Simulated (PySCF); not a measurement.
## Ionisation energy of Ir(67+) by level of theory

Ir(67+) [Ne] (1S) → Ir(68+) [He] 2s2 2p5 (2P), as a difference of total energies. Computed with PySCF 2.14 in an even-tempered Gaussian basis (18 s from 47 bohr⁻², ratio 2.2; 13 p from 61 bohr⁻², ratio 2.2; 5 d from 240 bohr⁻², ratio 2.4; 5 f from 360 bohr⁻², ratio 2.4; 4 g from 540 bohr⁻², ratio 2.4), with the spin-free X2C one-electron Hamiltonian (Gaussian nucleus). Correlated levels: nothing frozen; virtual orbitals above 40 to 60 times the deepest correlated orbital energy dropped. The calculations carry no spin-orbit coupling.

```json
{"method": "UHF", "ionisation energy (eV)": "17573.1"}
{"method": "LDA", "ionisation energy (eV)": "17565.8"}
{"method": "PBE", "ionisation energy (eV)": "17567.7"}
{"method": "PBE0", "ionisation energy (eV)": "17569.5"}
{"method": "r2SCAN", "ionisation energy (eV)": "17574.4"}
{"method": "PW91", "ionisation energy (eV)": "17569.6"}
{"method": "revPBE", "ionisation energy (eV)": "17567.2"}
{"method": "MP2 (all electrons)", "ionisation energy (eV)": "17575.0"}
{"method": "SCS-MP2 (all electrons)", "ionisation energy (eV)": "17574.8"}
```

A first-order spin-orbit estimate (lowest level to lowest level, LS coupling) adds -512.7 eV.

For this ion Breit and QED terms and the two-electron picture change, all absent here, outweigh the differences among the correlated methods.

For comparison: 17040 ± 40 eV (theoretical estimate listed by NIST; NIST Atomic Spectra Database, ionization energies).
